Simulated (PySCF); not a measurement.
CsF, SMILES [F][Cs].

Geometry optimised at PBE0-D3(BJ)/def2-TZVPD. The def2 effective core potentials stand for the cores of Cs; spin–orbit coupling is left out.

Two levels are set side by side: TDDFT-PBE/def2-TZVPD (PySCF) and TDDFT-CAM-B3LYP/def2-TZVPD (PySCF). Vertical, same geometry. The lowest singlet is HOMO→LUMO 100 % with PBE and HOMO→LUMO 82 % with the other functional; states are paired by order. Differences are taken from unrounded values.

```tsv
quantity	TDDFT-CAM-B3LYP
lowest singlet excitation (eV)	5.15
lowest triplet excitation (TDA) (eV)	5.11
```

Problem. What does TDDFT-PBE give, and how far is it from TDDFT-CAM-B3LYP? (The exact figures need the calculation; the answer reports its results.)

Solution. 
| quantity | TDDFT-PBE | TDDFT-PBE minus TDDFT-CAM-B3LYP |
|---|---|---|
| lowest singlet excitation (eV) | 3.61 | -1.54 |
| lowest triplet excitation (TDA) (eV) | 3.52 | -1.59 |

Functionals without exact exchange tend to place singlet excitations lower, as here. Differences between two approximate levels are no errors against the true value.

Rough cost on one machine, each run with all the roots and properties that it gave: TDDFT-CAM-B3LYP against TDDFT-PBE about 3 times.
